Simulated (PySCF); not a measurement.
# Ba³¹⁺: ionisation energy

Ba³¹⁺ [Ar] 3d7 (4F) → Ba³²⁺ [Ar] 3d6 (5D), as a difference of total energies. All numbers are calculated (PySCF 2.14, no relativity, point nucleus, in an uncontracted even-tempered set (17 s from 4.4 bohr⁻², ratio 2.5; 11 p from 5.7 bohr⁻², ratio 2.5; 8 d from 5.7 bohr⁻², ratio 2.5; 4 f from 25 bohr⁻², ratio 2.7; 3 g from 38 bohr⁻², ratio 2.7)). Correlated levels: outer shells: [Ne] frozen; virtual orbitals above 40 to 60 times the deepest correlated orbital energy dropped. The calculations carry no spin-orbit coupling.

| method | ionisation energy (eV) |
| --- | --- |
| UHF | 1961.1 |
| LDA | 1961.7 |
| PBE | 1962.2 |
| PBE0 | 1962.5 |
| r2SCAN | 1963.6 |
| revPBE | 1962.2 |
| BP86 | 1962.8 |
| MP2 (outer shells) | 1962.3 |
| SCS-MP2 (outer shells) | 1962.4 |

Spin-orbit coupling is strong in these open shells (close to jj coupling). The scalar numbers leave it out and a first-order estimate fails, so it can dominate the gap to the real levels.

All relativistic terms are absent from these numbers, so their closeness to the reference says little about the methods.

For comparison: 1958 ± 4 eV (theoretical estimate listed by NIST; NIST Atomic Spectra Database, ionization energies).
